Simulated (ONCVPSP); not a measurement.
# Transferability test, ONCV potential for B (Z = 5)

* Element: boron (B)
* Generator: ONCVPSP 4.0.1
* Type: optimised norm-conserving Vanderbilt (ONCV)
* Functional: PBE
* Relativity: scalar-relativistic
* Frozen core: [He]
* Valence charge: 3
* Reference configuration: 2s2 2p1
* Partial waves: 2s: rc 1.25 bohr, ncon 3, nbas 7, qcut 5.1 1/bohr, 2 projectors, debl 2.7 Ha; 2p: rc 3.35 bohr, ncon 5, nbas 8, qcut 3.5 1/bohr, 1 projector; d scattering state at 0.05 Ha: rc 2.60 bohr, ncon 5, nbas 9, qcut 4 1/bohr, 2 projectors, debl 1.1 Ha
* Local potential: polynomial inside 1.15 bohr (lpopt 5, dvloc0 6 Ha)
* Core correction: none

Energies are relative to the spin-unpolarised reference configuration 2s2 2p1; without spin polarisation the order of configurations can differ from experiment.

| valence configuration | charge | ΔE all-electron (eV) | error AE − PS (meV) |
| --- | --- | --- | --- |
| 2s2 2p0.5 | +0.5 | 2.887 | +19 |
| 2s1 2p2 | 0 | 5.851 | -23 |

Q: What are ΔE and the potential's error for 2s1 2p0?

A: ΔE = 33.642 eV all-electron; the error (AE − PS) is +397 meV.

Q: What are ΔE and the potential's error for 2s2 2p0?

A: ΔE = 8.219 eV all-electron; the error (AE − PS) is +130 meV.

Levels in the configuration 2s1 2p2:

```
level  all-electron (eV)  pseudo (eV)
   2s             -9.921      -10.028
   2p             -4.058       -4.119
```
